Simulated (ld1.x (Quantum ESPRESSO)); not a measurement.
**Plane-wave convergence, TM potential for potassium (K)**

* Element: potassium (K)
* Generator: ld1.x (Quantum ESPRESSO) 7.5
* Type: norm-conserving Troullier–Martins (Kleinman–Bylander form)
* Functional: LDA (PZ)
* Relativity: scalar-relativistic
* Frozen core: [Ar]
* Valence charge: 1
* Reference configuration: 3d1 4s0 4p0
* Partial waves: 4s (bound, empty): rc 2.70 bohr; 4p (bound, empty): rc 2.95 bohr; 3d (bound): rc 4.20 bohr
* Local potential: all-electron potential smoothed inside 3.10 bohr (lloc = -2)
* Core correction: none

The pseudo-atom Hamiltonian at the reference potential is diagonalised in spherical Bessel functions j_l(qr) that vanish at 20 bohr, with q² up to the cutoff. All-electron valence levels (Ry): 4s -0.2309, 4p -0.1092, 3d -0.0460.

Q: How do the lowest levels (Ry) of each channel move with the cutoff, and are there ghosts?

A:

```tsv
cutoff (Ry)	s #1	p #1	d #1	f #1	f #2	Σ f·Δε (mRy)
8	-0.2295	-0.0964	-0.0416	0.0361	0.1568	3.0
10	-0.2303	-0.1024	-0.0439	0.0361	0.1568	0.7
12	-0.2303	-0.1062	-0.0445	0.0361	0.1568	0.1
15	-0.2304	-0.1082	-0.0445	0.0361	0.1568	0.0
400	-0.2309	-0.1090	-0.0445	0.0361	0.1568	0.0
```

Result: no extra level below or beside the all-electron valence levels (s, p, d, f tested); 10 mRy is reached at 6 Ry and 1 mRy at 10 Ry.

The cutoffs count occupied waves only; the empty 4p level needs 10 Ry at the loose tolerance.
